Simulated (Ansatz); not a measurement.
Consider the substitution at a C–F bond: `C=NCF` + `O[SiH3]` → `C=NCO[SiH3]` + H–F.

Program: Ansatz. Geometries: PBE0-D4/def2-TZVP. ΔE: electronic, gas phase. CCSD(T)/CBS is the MP2 limit (def2-TZVPP, def2-QZVPP) plus CCSD(T) − MP2 in def2-TZVPP, frozen cores. This one scheme is used for every species. DFT in def2-TZVPP. B3LYP here is the variant with VWN-RPA as its local correlation; programs differ in this. One conformer a species, not always the lowest.

```
             level  ΔE (kJ/mol)  difference from CCSD(T)/CBS
            PBE-D4          8.9                          7.3
         r2SCAN-D4         12.3                         10.7
           PBE0-D4          6.6                          5.0
          B3LYP-D4          8.7                          7.1
           ωB97X-V         11.0                          9.4
           ωB97M-V         10.1                          8.5
            B2PLYP         11.5                          9.9
               PBE         14.8                         13.2
            r2SCAN         14.2                         12.6
              PBE0         11.9                         10.3
             B3LYP         17.8                         16.2
     HF/def2-TZVPP         18.8                         17.2
    MP2/def2-TZVPP         -1.0                         -2.6
SCS-MP2/def2-TZVPP          4.2                          2.6
   CCSD/def2-TZVPP          5.4                          3.8
CCSD(T)/def2-TZVPP          3.5                          1.9
     HF/def2-QZVPP         18.2                         16.6
    MP2/def2-QZVPP         -2.3                         -3.9
SCS-MP2/def2-QZVPP          2.9                          1.3
      HF/CBS(def2)         18.2                         16.6
     MP2/CBS(def2)         -2.9                         -4.5
    CCSD/CBS(def2)          3.5                          1.9
       CCSD(T)/CBS          1.6                            0
```

Largest T1 diagnostic among the species: 0.012.

The D4 term adds −9.1 kJ/mol with B3LYP and −5.3 kJ/mol with PBE0; it sums over pairs of atoms, weighted by their polarisabilities, and B3LYP, whose exchange is more repulsive, gets the larger term. In def2-TZVPP, CCSD(T) changes the Hartree–Fock value by −15.3 kJ/mol (the triples alone add −1.8 kJ/mol) and MP2 by −19.8 kJ/mol.
